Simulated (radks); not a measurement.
Problem. Pm36+, 25 electrons, occupied as [Ar] 3d7. Method: Dirac Kohn-Sham, PBE, spin-unpolarised, spherical densities, point nucleus; open shells are shared between the two j in proportion to 2j + 1; computed with a radial shooting solver on a logarithmic mesh with Libxc functionals. Some entries of the table are withheld. Estimate them.

| orbital | occ. | eigenvalue (hartree) | <r> (bohr) |
|---|---|---|---|
| 1s1/2 | 2 | -1714.449 | (1) |
| 2s1/2 | 2 | (2) | 0.09804 |
| 2p1/2 | 2 | (3) | 0.08208 |
| 2p3/2 | 4 | (4) | 0.08851 |
| 3s1/2 | 2 | -112.5811 | 0.2506 |
| 3p1/2 | 2 | (5) | (6) |
| 3p3/2 | 4 | (7) | (8) |
| 3d3/2 | 2.8 | (9) | 0.2197 |
| 3d5/2 | 4.2 | (10) | 0.2231 |

Solution. 
(1) 1s1/2 <r> (bohr): 0.02317
(2) 2s1/2 eigenvalue (hartree): -328.4846
(3) 2p1/2 eigenvalue (hartree): -314.6519
(4) 2p3/2 eigenvalue (hartree): -293.8925
(5) 3p1/2 eigenvalue (hartree): -106.8793
(6) 3p1/2 <r> (bohr): 0.2391
(7) 3p3/2 eigenvalue (hartree): -102.2948
(8) 3p3/2 <r> (bohr): 0.2501
(9) 3d3/2 eigenvalue (hartree): -92.89700
(10) 3d5/2 eigenvalue (hartree): -91.86109
